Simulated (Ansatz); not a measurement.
The cluster Ti3H2, relaxed as a quintet with UKS PBE0-D4/def2-TZVP in Ansatz, starting from the PBE0-D4/def2-TZVP geometry of the neutral singlet. Force threshold 0.02 eV/Å.

The charge 0 quintet is spin-contaminated (final ⟨S²⟩ up to 7.46, 6.00 for a pure state). The relaxation made no stability test and no search for a lower SCF solution. At PBE0-D4/def2-TZVP a triplet of charge 0 lies 0.15 eV below the quintet, each at its own geometry. That triplet is doubtful there (⟨S²⟩ 4.26, where a pure state has 2.00). The structure comes from a short search, and lower isomers may exist.

Start:

| atom | x (Å) | y (Å) | z (Å) |
| --- | --- | --- | --- |
| Ti1 | 1.3469 | -0.6613 | -0.5785 |
| Ti2 | 0.0742 | 1.5548 | -0.3979 |
| Ti3 | -0.6414 | -0.4056 | 0.4434 |
| H4 | -0.1024 | -1.8089 | -0.7510 |
| H5 | -0.6773 | 1.3210 | 1.2840 |

(1) Estimate the energy that the relaxation releases and the steps that it takes.

(2) Does the start keep its bonding?

(3) Predict the relaxed structure.

## Answers

(1) 0.17 eV, in 21 steps; 3 min on 4 threads of Arm Neoverse V1 on a shared host. The force fell under the threshold at step 9, but the optimiser went on and released 0.055 eV more. No frequencies were taken in this run, so the end may be a saddle point.

(2) By distances, no bond broke or formed. The bond that changes most is Ti2–H5, from 1.86 to 1.92 Å (atoms count from 1).

(3) 
```xyz
5

Ti    1.303   -0.640   -1.058
Ti    0.396    1.631   -0.138
Ti   -0.771   -0.399    0.436
H     0.029   -1.936   -0.439
H    -0.957    1.344    1.200
```
Bond lengths (bridged metal pairs left out): 1 × Ti–Ti 2.61 Å; 4 × H–Ti 1.91 to 1.94 Å.
